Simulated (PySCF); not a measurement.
# C5H3N2O: g tensor and hyperfine couplings

Species: C₅H₃N₂O (doublet state).
SMILES with atom numbers: `[N:1]#[C:2]/[C:3]=[CH:4]\[O:5][CH2:6][C:7]#[N:8]` (hydrogens: H9 on C4; H10, H11 on C6)

Geometry (GFN2-xTB, Å), atoms numbered from 1 in this order:
```
atom  x, y, z in Å
N1     2.552    1.117   -2.316
C2     1.972    0.338   -1.663
C3     1.313   -0.530   -0.926
C4     0.584   -1.300   -0.163
O5    -0.472   -0.944    0.594
C6    -0.826    0.429    0.554
C7    -1.963    0.648    1.425
N8    -2.858    0.824    2.111
H9     0.777   -2.365   -0.062
H10   -1.090    0.730   -0.472
H11    0.015    1.055    0.893
```

The hyperfine couplings belong to this conformer and change with its torsions.

Method used: PySCF 2.14.0, UKS B3LYP, pcH-1 on C H N O, non-relativistic, mean-field spin-orbit, GIAO. Isolated species at its GFN2-xTB geometry (one conformer only). Couplings are sensitive to structure, and on GFN2-xTB geometries they can be far from those on DFT ones. No stability test was run, so a lower SCF solution isn't excluded. ⟨S²⟩ is 0.773 where a pure state has 0.75.

| Quantity | Value |
| --- | --- |
| g1, g2, g3 | 2.00195, 2.00321, 2.00359 |
| g_iso | 2.00292 |
| Form of g | rhombic: the two nearest values differ by 23 % of g3 − g1 |
| ⟨S²⟩ | 0.7728 (exact 0.7500) |
| α and β electrons | 28, 27 |

Isotropic coupling and dipolar principal values T1 to T3, in MHz:

| atom | isotope | a_iso | T1 | T2 | T3 | Mulliken spin population |
| --- | --- | --- | --- | --- | --- | --- |
| N1 | 14N | 11.2 | -23.1 | -15.1 | 38.1 | 0.48 |
| C2 | 13C | -67.2 | -22.7 | -2.9 | 25.6 | -0.24 |
| C3 | 13C | 80.6 | -68.7 | -52.5 | 121.2 | 0.80 |
| C4 | 13C | -36.4 | -14.0 | 3.5 | 10.5 | -0.11 |
| O5 | 17O | -30.3 | -17.5 | 4.7 | 12.7 | 0.02 |
| C6 | 13C | 2.7 | -1.2 | 0.4 | 0.8 | 0.01 |
| C7 | 13C | -1.1 | -0.7 | -0.2 | 0.9 | 0.00 |
| N8 | 14N | 0.2 | -0.3 | -0.3 | 0.6 | 0.01 |
| H9 | 1H | 92.0 | -4.9 | -1.8 | 6.8 | 0.04 |
| H10 | 1H | -0.9 | -3.2 | -2.1 | 5.3 | 0.00 |
| H11 | 1H | -0.9 | -3.2 | -2.1 | 5.3 | 0.00 |

The Mulliken spin populations are largest on C3 (+0.80), N1 (+0.48), C2 (-0.24) and C4 (-0.11). The positive populations add up to 1.36 and the negative ones to -0.36, together 2S = 1.

Under fast tumbling the dipolar parts average out, and these isotropic splittings remain: 1 × 1H (H9, I = 1/2, 2 lines) with 3.28 mT, 1 × 14N (N1, I = 1, 3 lines) with 0.40 mT and 2 × 1H (H10/H11, I = 1/2, 3 lines) with 0.03 mT.

The 17O coupling of O5 (-30.3 MHz) shows only in satellite lines or after enrichment, since that isotope makes up about 0.038 % of natural oxygen.

The 13C coupling of C3 (80.6 MHz) shows only in satellite lines or after enrichment, since that isotope makes up about 1.07 % of natural carbon.

Examples of negative spin density at the nucleus (bohr⁻³): C2 (-0.0597) and C4 (-0.0324).
